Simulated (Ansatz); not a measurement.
Job for Ansatz (a program for electronic structure): R-CCSD(T)/cc-pVDZ on H8 chain, a point of a bond scan (R = 0.900 Å).

Ansatz 0.2 input:
```yaml
crystal:
  periodic: [false, false, false]
  atoms:
    - {symbol: H, position_ang: [0.00000000, 0.00000000, 0.00000000]}
    - {symbol: H, position_ang: [0.00000000, 0.00000000, 0.90000000]}
    - {symbol: H, position_ang: [0.00000000, 0.00000000, 1.80000000]}
    - {symbol: H, position_ang: [0.00000000, 0.00000000, 2.70000000]}
    - {symbol: H, position_ang: [0.00000000, 0.00000000, 3.60000000]}
    - {symbol: H, position_ang: [0.00000000, 0.00000000, 4.50000000]}
    - {symbol: H, position_ang: [0.00000000, 0.00000000, 5.40000000]}
    - {symbol: H, position_ang: [0.00000000, 0.00000000, 6.30000000]}
basis:
  gaussian:
    orbitals: cc-pVDZ
    pivot_positions_ang: [[0.00000000, 0.00000000, 0.00000000], [0.00000000, 0.00000000, 0.90000000], [0.00000000, 0.00000000, 1.80000000], [0.00000000, 0.00000000, 2.70000000], [0.00000000, 0.00000000, 3.60000000], [0.00000000, 0.00000000, 4.50000000], [0.00000000, 0.00000000, 5.40000000], [0.00000000, 0.00000000, 6.30000000]]
magnetization: {spin_polarized: false}
correlation: {method: ccsd_t, electrons: outside_noble_gas}
scf: {lower_state_search: off}
output: {orbitals: {seedname: ./end}}
```

### Question
Give the final energy of this run.

### Answer
-4.4877 hartree (reference determinant -4.3085, T1 diagnostic 0.014).
